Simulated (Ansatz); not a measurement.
Cost and result for the atomization energy of C4H9CuO, SMILES `CC(C)(C)[O][Cu]` (15 atoms, 14 bonds).

```csv
atom,x (Å),y (Å),z (Å)
C1,-1.243,0.696,0.063
C2,0.070,-0.027,-0.228
C3,1.238,0.948,-0.073
C4,0.244,-1.193,0.741
O5,0.112,-0.470,-1.554
Cu6,-1.120,-1.647,-2.130
H7,-1.385,1.510,-0.652
H8,-1.274,1.108,1.075
H9,-2.082,-0.002,-0.044
H10,2.177,0.438,-0.295
H11,1.289,1.353,0.942
H12,1.124,1.775,-0.776
H13,1.166,-1.732,0.512
H14,0.279,-0.865,1.784
H15,-0.595,-1.892,0.634
```

Total charge 0; spin multiplicity 1. For Cu the d shell is correlated and the shells below it are frozen. Scalar relativity is left out up to krypton. The structure was optimised at the PBE0-D4/def2-TZVP level. Program: Ansatz. All runs use 2 threads of an AMD EPYC 7R13 on a shared host and a share of an NVIDIA H100 80 GB. Times are those of one run each, without the atoms' runs, and a repeat can differ threefold. Electronic energies, without spin–orbit coupling; frozen cores. CCSD(T)/CBS adds CCSD(T) − MP2 in def2-TZVPP to the MP2 limit, and its time is that of the two runs behind it. T1 = 0.029. With those shells the extrapolation isn't a true limit. B3LYP takes the VWN-RPA correlation (the form of Gaussian; ORCA's B3LYP/G).

CCSD(T)/CBS is a level of theory with its own doubt, some kJ/mol a heavy atom from the limit and from the frozen cores, so smaller differences don't rank the functionals.

```
                             level  functions  wall time  atomization (kJ/mol)  difference from CCSD(T)/CBS  per bond
                BLYP-D4/def2-TZVPP        345      3.2 s                5658.0                        -18.8      -1.3
                  CCSD(T)/def2-SVP        146      3.2 s                5450.6                       -226.2     -16.2
                PBE0-D4/def2-TZVPP        345      3.9 s                5686.3                          9.5       0.7
                 B97M-V/def2-TZVPP        345      4.1 s                5681.1                          4.3       0.3
r2SCAN-D4/def2-TZVPP (with forces)        345      4.1 s                5695.3                         18.5       1.3
 B3LYP-D4/def2-TZVPP (with forces)        345      4.3 s                5657.9                        -18.9      -1.3
             r2SCANh-D4/def2-TZVPP        345      4.5 s                5657.6                        -19.2      -1.4
                 B2PLYP/def2-TZVPP        345      4.9 s                5607.1                        -69.7      -5.0
           CAM-B3LYP-D4/def2-TZVPP        345      6.5 s                5688.2                         11.4       0.8
                    MP2/def2-QZVPP        655        9 s                5705.7                         28.9       2.1
  ωB97M-V/def2-TZVPP (with forces)        345       14 s                5685.4                          8.6       0.6
                CCSD(T)/def2-TZVPP        345       20 s                5545.4                       -131.4      -9.4
                 CCSD(T)/CBS(def2)          –       29 s                5676.8                          0.0       0.0
```

From r2SCAN to r2SCAN0 (25 % exact exchange), in def2-TZVPP and without D4, the atomization energy moves by −90.9 kJ/mol: exact exchange takes away binding that semilocal exchange gives to molecules. At CCSD(T), def2-SVP lies −226.2 kJ/mol from the extrapolated value and def2-TZVPP −131.4 kJ/mol: correlation converges slowly with the basis, and small sets miss more of it in the bonded molecule than in its fragments. The D4 term adds +56.1 kJ/mol with B3LYP and +29.7 kJ/mol with PBE0; it sums over pairs of atoms, weighted by their polarisabilities, and B3LYP, whose exchange is more repulsive, gets the larger term.
